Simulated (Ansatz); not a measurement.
Molecule: sulfur difluoride, SF2, charge 0, multiplicity 1. SMILES: S(F)F
Geometry from a B3LYP-D3(BJ)/def2-TZVP (Ansatz, a program for electronic structure) optimisation:
```xyz
3

F     -1.2130    -0.5047     0.0161
S     -0.0057     0.5532     0.0075
F      1.2232    -0.4788    -0.0294
```

Atomisation energy built up term by term with Ansatz (kcal/mol; UHF references for open shells; valence terms freeze the core; atomic spin-orbit terms are left out). CBS marks a two-point X^-3 extrapolation of the correlation energy; Hartree-Fock from the larger set.

```
term                                            basis  kcal/mol
-----------------------  ----------------------------  --------
Hartree-Fock                              cc-pV(Q+d)Z       ___
CCSD correlation         CBS(cc-pV(T+d)Z,cc-pV(Q+d)Z)     87.58
(T)                      CBS(cc-pV(T+d)Z,cc-pV(Q+d)Z)       ___
core correlation                            cc-pwCVTZ      0.46
scalar relativity (X2C)    cc-pVTZ-DK against cc-pVTZ     -0.48
sum: De                                                     ___
```

Task: What belongs in the gaps?

Result: 
- Hartree-Fock, kcal/mol: 78.80
- (T), kcal/mol: 9.14
- sum: De, kcal/mol: 175.5
